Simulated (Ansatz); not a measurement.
Ideal-gas functions of BrMg (`[Mg][Br]`) radical at 400 K and 1 bar, from an Ansatz frequency run at PBE0-D4/def2-TZVP.

Molar mass 104.21 g/mol, point group C∞v (symmetry number 1), electronic degeneracy 2, moments of inertia 104.628 u Å². Harmonic wavenumbers (cm⁻¹, unscaled): 363.

Use S(trans) = R[1.5 ln M + 2.5 ln T − 1.1517]; rotational temperatures θ = 24.2544 K / I; S(rot) = R[ln(T/σθ) + 1]; for each mode x = 1.438777 ν̃/T, S = R[x/(eˣ − 1) − ln(1 − e⁻ˣ)] and H = RT x/(eˣ − 1); 1 cm⁻¹ = 0.0119627 kJ/mol; R = 8.31446 J/(mol·K).

**Question.** By hand: the entropy, in J/(mol·K).

**Answer.** Translation 172.9. Rotation: θ = 0.2318 K, giving 70.3. Vibration, mode by mode: 6.66, in all 6.7. Electronic 5.8. Sum 255.7 J/(mol·K).

**Question.** By hand: H − E and G − E in kJ/mol, counted from the electronic energy.

**Answer.** Zero-point energy ½ × 363 × 0.0119627 = 2.2; thermal vibration 1.6; translation, rotation and pV give 3.5 RT = 11.6. H − E = 15.4 kJ/mol, and G − E = 15.4 − 400 × 255.7/1000 = -86.9 kJ/mol.

Vibration gives 3 % of the entropy.
